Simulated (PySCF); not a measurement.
Cartesian coordinates (Å):
```xyz
13

C     -1.1172     1.7313     0.1535
Ga    -0.1645     0.0099     0.0071
C     -1.2054    -1.6320    -0.3316
Si     2.2433    -0.0934     0.1933
H     -1.2208     1.9851     1.2146
H     -0.5638     2.5486    -0.3137
H     -2.1198     1.6843    -0.2762
H     -1.3281    -1.7472    -1.4147
H     -0.7140    -2.5331     0.0381
H     -2.2065    -1.5647     0.1006
H      2.8525     1.1262     0.7946
H      2.6991    -1.2627     0.9982
H      2.8452    -0.2521    -1.1639
```
Charge 0, multiplicity 1.

### Question
What is the computed HOMO–LUMO gap, total energy, S1 oscillator strength, LUMO and dipole moment (PBE-D3(BJ)/def2-TZVP // r2SCAN-D4/def2-TZVP run with PySCF)?

### Answer

```yaml
HOMO–LUMO gap: 3.85 eV
total_energy: -2295.4493 Ha
S1 oscillator strength: 0.008
LUMO: -2.19 eV
dipole_moment: 0.244 e·Å
```
